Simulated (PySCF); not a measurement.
titanium atom (Ti), triplet; PySCF with HF/def2-SV(P).

Here is a job for PySCF.
```python
from pyscf import gto, scf

mol = gto.Mole()
mol.atom = '''
    Ti    0.00000000    0.00000000    0.00000000
'''
mol.basis = 'def2-sv(p)'
mol.spin = 2
mol.verbose = 4
mol.build()

mf = scf.UHF(mol)
mf.kernel()
```

The log (banner, timings and long lists left out):

```
PySCF version 2.14.0

[INPUT] verbose = 4
[INPUT] num. atoms = 1
[INPUT] num. electrons = 22
[INPUT] charge = 0
[INPUT] spin (= nelec alpha-beta = 2S) = 2
[INPUT] symmetry False subgroup None
[INPUT] Mole.unit = angstrom
[INPUT] Symbol           X                Y                Z      unit          X                Y                Z       unit  Magmom
[INPUT]  1 Ti     0.000000000000   0.000000000000   0.000000000000 AA    0.000000000000   0.000000000000   0.000000000000 Bohr   0.0

nuclear repulsion = 0
number of shells = 10
number of NR pGTOs = 66
number of NR cGTOs = 24
basis = def2-sv(p)
ecp = {}

******** <class 'pyscf.scf.uhf.UHF'> ********
method = UHF
initial guess = minao
damping factor = 0
level_shift factor = 0
DIIS = <class 'pyscf.scf.diis.CDIIS'>
diis_start_cycle = 1
diis_space = 8
diis_damp = 0
SCF conv_tol = 1e-09
SCF conv_tol_grad = None
SCF max_cycles = 50
direct_scf = True
direct_scf_tol = 1e-13
number electrons alpha = 12  beta = 10
Set gradient conv threshold to 3.16228e-05
init E= -847.699281562939

cycle= 1 E= -848.233732568099  delta_E= -0.534  |g|= 0.212  |ddm|= 0.937
cycle= 2 E= -848.279541441974  delta_E= -0.0458  |g|= 0.0547  |ddm|= 0.331
cycle= 3 E= -848.282936093034  delta_E= -0.00339  |g|= 0.0142  |ddm|= 0.207
cycle= 4 E= -848.283286458828  delta_E= -0.00035  |g|= 0.00161  |ddm|= 0.0956
cycle= 5 E= -848.283295047018  delta_E= -8.59e-06  |g|= 0.000369  |ddm|= 0.0204
cycle= 6 E= -848.283295730264  delta_E= -6.83e-07  |g|= 0.000211  |ddm|= 0.00551
cycle= 7 E= -848.283295991284  delta_E= -2.61e-07  |g|= 0.000155  |ddm|= 0.00311
cycle= 8 E= -848.283296178142  delta_E= -1.87e-07  |g|= 0.000125  |ddm|= 0.00138
cycle= 9 E= -848.283296503533  delta_E= -3.25e-07  |g|= 2.29e-05  |ddm|= 0.00264
cycle= 10 E= -848.283296512843  delta_E= -9.31e-09  |g|= 2.58e-06  |ddm|= 0.000555
cycle= 11 E= -848.283296512876  delta_E= -3.31e-11  |g|= 1.91e-06  |ddm|= 1.22e-05
Extra cycle  E= -848.283296512892  delta_E= -1.55e-11  |g|= 1.52e-06  |ddm|= 5.58e-06
converged SCF energy = -848.283296512892  <S^2> = 2.0059143  2S+1 = 3.0039403
```
